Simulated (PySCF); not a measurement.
In (indium, neutral) across methods

[Kr] 4d10 5s2 5p1, 2P determinant. Computed with PySCF 2.14 in x2c-QZVPPall (13s9p7d4f1g, 112 functions), with the spin-free X2C one-electron Hamiltonian (Gaussian nucleus).

```tsv
method	E (hartree)	mean ε 5s α (eV)	mean ε 5s β (eV)	mean ε 5p α (eV)	Σ⟨r²⟩ (bohr²)	⟨S²⟩
M06-L	-5880.89	-8.263	-7.787	-2.675	57.98	0.751
LDA	-5875.18	-8.645	-8.213	-2.863	58.33	0.751
r2SCAN	-5881.01	-8.601	-8.021	-3.059	58.08	0.756
PBE	-5880.59	-8.372	-7.884	-2.831	58.78	0.752
UHF	-5878.31799	-11.554	-10.045	-5.486	59.65	0.763
PBEsol	-5877.82	-8.421	-7.916	-2.818	58.42	0.752
PBE0	-5880.66	-9.355	-8.640	-3.601	58.44	0.753
```

Q: Estimate the same row for B3LYP.

A: E (hartree) = -5881.07; mean ε 5s α (eV) = -9.220; mean ε 5s β (eV) = -8.675; mean ε 5p α (eV) = -3.379; Σ⟨r²⟩ (bohr²) = 58.69; ⟨S²⟩ = 0.752.
